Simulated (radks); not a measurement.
Minus the highest occupied eigenvalue as an estimate of the ionisation energy, As to As19+. The LB94 potential has the -1/r tail that LDA and GGA lack but no energy functional. All-electron calculation, Dirac Kohn-Sham, LB94 model potential, spin-unpolarised, spherical densities, finite nucleus; open shells fill j = l - 1/2 first; Fermi nuclear charge, rms radius 4.0968 fm. Program: a radial shooting solver on a logarithmic mesh with Libxc functionals.

species      configuration   HOMO  -e(HOMO) (eV)  <r> (bohr)  IE, NIST (eV)       kind
As       [Ar] 3d10 4s2 4p3  4p3/2          9.218        2.48          9.789       exp.
As+      [Ar] 3d10 4s2 4p2  4p1/2         18.624        2.22         18.589       exp.
As2+     [Ar] 3d10 4s2 4p1  4p1/2         29.044        2.06          28.35       exp.
As3+         [Ar] 3d10 4s2  4s1/2         52.386        1.70           50.2       exp.
As4+         [Ar] 3d10 4s1  4s1/2         66.338        1.62           62.8       exp.
As5+             [Ar] 3d10  3d5/2         120.40       0.662          121.2       exp.
As6+              [Ar] 3d9  3d5/2         150.15       0.635            147     theory
As7+              [Ar] 3d8  3d5/2         181.94       0.612            180     theory
As8+              [Ar] 3d7  3d5/2         215.65       0.591            213     theory
As9+              [Ar] 3d6  3d5/2         251.22       0.572            247     theory
As10+             [Ar] 3d5  3d5/2         288.59       0.555            296     theory
As11+             [Ar] 3d4  3d3/2         328.83       0.537            333     theory
As12+             [Ar] 3d3  3d3/2         369.79       0.522            375     theory
As13+             [Ar] 3d2  3d3/2         412.43       0.508            418     theory
As14+             [Ar] 3d1  3d3/2         456.72       0.495            460     theory
As15+                 [Ar]  3p3/2         584.44       0.530            588  semi-emp.
As16+         [Ne] 3s2 3p5  3p3/2         627.68       0.522            629  semi-emp.
As17+         [Ne] 3s2 3p4  3p3/2         671.83       0.514            673  semi-emp.
As18+         [Ne] 3s2 3p3  3p3/2         716.87       0.507            729  semi-emp.
As19+         [Ne] 3s2 3p2  3p1/2         771.09       0.494            774  semi-emp.

Reference values: NIST Atomic Spectra Database (exp. = measured, semi-emp. = semi-empirical, theory = theoretical value adopted there). Spin polarisation and multiplet splitting are left out.

Beside tabulated values, note that spin-unpolarised runs miss the spin-polarisation part of the exchange energy of open shells.
